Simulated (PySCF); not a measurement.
Working out the ionisation energy of Ir

Ir [Xe] 4f14 5d7 6s2 (4F) → Ir⁺ [Xe] 4f14 5d7 6s1 (5F). Computed with PySCF 2.14 in x2c-SVPall, with the spin-free X2C one-electron Hamiltonian (Gaussian nucleus). Frozen: [Kr] 4d10 4f14. Energies in hartree (1 hartree = 27.21139 eV):

```
             part     Ir (lower)    Ir⁺ (upper)
              UHF  -17823.071944  -17822.811911
MP2 opposite-spin      -0.154292      -0.122632
    MP2 same-spin      -0.081797      -0.073185
```

Q: What does Hartree-Fock give?

A: (-17822.811911) − (-17823.071944) = 0.260033 hartree = 7.076 eV.

Q: What do MP2 and SCS-MP2 (6/5 opposite-spin, 1/3 same-spin) give?

A: The opposite-spin parts differ by 0.862 eV and the same-spin parts by 0.234 eV. MP2: 7.076 + (0.862) + (0.234) = 8.172 eV. SCS-MP2: 7.076 + 1.2 × (0.862) + (0.234)/3 = 8.188 eV.

Measured between the centres of the two terms (NIST): 8.926 eV, so MP2 (valence and next inner shell) is off by -0.754 eV.

A double-zeta basis recovers only part of the correlation energy.

What remains against the reference includes basis incompleteness, the frozen core and correlation beyond second order.
